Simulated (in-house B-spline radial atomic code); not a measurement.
Results of a calculation; reference values are marked as such.
# Rh in an electron gas of r_s = 3.6: phase shifts, screening and friction

A nucleus sits in a uniform electron gas with a rigid positive background. The Kohn-Sham equations are solved self-consistently in the spin-unpolarised LDA (PW92), non-relativistic, on B-splines with outgoing waves at the boundary and partial waves to l = 8. The model has no lattice, no bands and no magnetic solution. Atomic units; δ_l are the phase shifts at the Fermi level, counted so that each bound state adds π, and good to about 0.0005.

The density parameter is r_s = 3.6 bohr.

```tsv
l	δ_l (rad)
0	12.7016
1	9.3800
2	5.9874
3	-0.0139
4	0.0001
5	0.0000
6	0.0000
7	-0.0001
8	-0.0001
```

Bound levels below the band bottom (hartree): s -20.38, p -17.03, d -10.84, s -2.45, p -1.434 and deeper ones.

(1) Check the Friedel sum rule, and say where the screening charge sits.

(2) Find the transport cross section and the electronic stopping of a 2 keV Rh ion (mass 102.91 u).

Results:

(1) k_F = (9π/4)^(1/3)/r_s = 0.53310. The rule is Z = (2/π) Σ (2l + 1) δ_l. The terms are s 8.086, p 17.914, d 19.058, f -0.062 and -0.001 beyond, in all 44.996 against Z = 45. Bound states hold 8 s, 18 p, 10 d electrons, so the scattering states carry 9.00 in all; where a term is smaller than its bound count, the bound level has drawn weight out of the band.

(2) σ_tr = (4π/k_F²) Σ (l + 1) sin²(δ_l − δ_(l+1)). The terms for l = 0 to 3 are 0.0321, 0.1234, 0.2321, 0.0008, all together 0.3884, so σ_tr = 44.217 × 0.3884 = 17.172 bohr². With n = 3/(4π r_s³) = 0.005117, the friction coefficient is Q = n k_F σ_tr = 0.0468. For v well below v_F = 0.533, dE/dx = Q v; with 24801 eV per u at v = 1, v = √(2000/(24801 × 102.91)) = 0.0280, so dE/dx = 0.00131 hartree/bohr = 0.674 eV/nm. The largest term couples the d and f waves.
